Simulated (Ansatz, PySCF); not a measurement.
H3IOSiZn, singlet, geometry from GFN2-xTB (such geometries of metal compounds can be far from the true shape) (all electrons, no relativity). Base run: CASSCF(6,5)/STO-3G run with PySCF.

Input for PySCF:
```python
from pyscf import gto, scf, mcscf
import numpy

mol = gto.Mole()
mol.atom = '''
    Zn    0.162488   -0.101921   -0.524949
    I    -0.971521    0.649251    1.453921
    O     1.289808   -0.871269   -1.536610
    Si    2.097524   -1.409169   -2.824977
    H     1.174223   -2.217702   -3.628340
    H     3.193720   -2.193993   -2.256819
    H     2.564212   -0.242414   -3.581606
'''
mol.basis = 'sto-3g'
mol.charge = 0
mol.spin = 0
mol.verbose = 4
mol.build()

mf = scf.RHF(mol)
mf.kernel()
mc = mcscf.CASSCF(mf, 5, 6)
mc.fix_spin_(ss=0.0)
mc.kernel()
occ = numpy.linalg.eigvalsh(mc.fcisolver.make_rdm1(mc.ci, mc.ncas, mc.nelecas))[::-1]
ss = mc.fcisolver.spin_square(mc.ci, mc.ncas, mc.nelecas)[0]
print('natural occupations', occ.round(4), ' <S^2>', round(ss, 4))
```

Programs used: Ansatz (a quantum-chemistry and plane-wave program), PySCF; a row that names a program was run with it.

The base run was repeated with changes; each row names its change, and settings that it needs were set with it.

```csv
change,ΔE vs base (kcal/mol),natural occupations,<S^2> of the state,outcome
base,0.000,2.00 1.63 1.07 0.93 0.37,0.00,converged
"active space = 2 electrons, 4 orbitals",32.42,1.74 0.24 0.01 0.01,0.00,converged
start = MP2 natural orbitals,-,-,-,not converged
state_average = 2 states,1.19,-,-,converged
fix_spin_ = off,0.000,2.00 1.63 1.07 0.93 0.37,0.00,converged
orbitals = fixed (CASCI); correction = SC-NEVPT2,-37.94,2.00 2.00 1.97 0.02 0.02,0.00,converged
"active space = 6 electrons, 4 orbitals",64.3,2.00 1.99 1.95 0.05,0.00,converged
code = ansatz,0.024,-,-,converged
correction = SC-NEVPT2,-75.1,2.00 1.63 1.07 0.93 0.37,0.00,converged
"code = ansatz; correction = SC-NEVPT2, all electrons",-75.1,-,-,converged
solver = newton,25.57,1.99 1.98 1.76 0.23 0.04,0.00,converged
```

Active orbitals are taken around the Fermi level unless the row says otherwise; CASSCF can end in different local minima, and two programs can end on different orbitals. State-averaged rows give the lowest state.
